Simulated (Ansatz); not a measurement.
Reaction (homolysis of the C–Ge bond): `Cl[CH]([GeH3])Br` → `Cl[CH]Br`• + `[GeH3]`•

Gas-phase electronic energies from Ansatz, PBE0-D4/def2-TZVP geometries. CCSD(T)/CBS adds triple-zeta CCSD(T) − MP2 to the extrapolated MP2 energy (def2 sets, frozen cores). Functionals use def2-TZVPP. B3LYP here is the variant with VWN-RPA as its local correlation; programs differ in this. HSE06 is defined as in plane-wave codes. Open shells (•) are unrestricted, without spin–orbit coupling. For Br, Ge outer-core shells are correlated without core-valence functions, which leaves a few kJ/mol of doubt a bond. Scalar relativity is left out up to krypton.

`Cl[CH]([GeH3])Br`:

Cartesian coordinates in Å:
```
Cl 1.910 1.183 -0.319
C 0.181 0.938 -0.053
Ge -0.260 -0.990 -0.101
Br -0.402 1.698 1.637
H -0.344 1.505 -0.817
H 0.179 -1.537 -1.467
H -1.776 -1.137 0.083
H 0.511 -1.660 1.039
```

`Cl[CH]Br`•:

Z-matrix (Å, degrees):
```
C
Cl 1 1.686
Br 1 1.851 2 120.1
H 1 1.080 2 117.6 3 153.8
```

`[GeH3]`•:

Cartesian coordinates in Å:
```
Ge 0.125 -0.207 -0.256
H -0.803 -1.061 0.627
H -0.648 0.947 -0.920
H 1.326 0.321 0.549
```

(1) What is ΔE at CCSD(T)/CBS? (Best estimate.)

(2) What do these levels give: r2SCAN-D4, B97M-V, revPBE, B3LYP, HSE06, CAM-B3LYP, HF/def2-SVP, HF/def2-TZVPP, SCS-MP2/def2-TZVPP, MP2/def2-QZVPP, SCS-MP2/def2-QZVPP, CCSD/CBS(def2)? (Estimate.)

Largest T1 diagnostic among the species: 0.014.

Results:

(1) The calculation gave: +77.9 kcal/mol.

(2) The calculation gave: r2SCAN-D4 67.3, B97M-V 72.1, revPBE 62.8, B3LYP 65.5, HSE06 68.6, CAM-B3LYP 68.1, HF/def2-SVP 50.6, HF/def2-TZVPP 49.1, SCS-MP2/def2-TZVPP 78.8, MP2/def2-QZVPP 81.4, SCS-MP2/def2-QZVPP 80.5, CCSD/CBS(def2) 75.6 kcal/mol.

At CCSD(T), def2-SVP lies −6.8 kcal/mol from the extrapolated value and def2-TZVPP −3.1 kcal/mol: correlation converges slowly with the basis, and small sets miss more of it in the bonded molecule than in its fragments. Leaving LDA and LC-ωPBE aside and taking each functional with its dispersion term where it has one, the values, not all of them listed here, spread over 7.5 kcal/mol, from r2SCAN0-D4 to ωB97X-V. LDA lies +13.0 kcal/mol from PBE without D4, its usual overbinding.
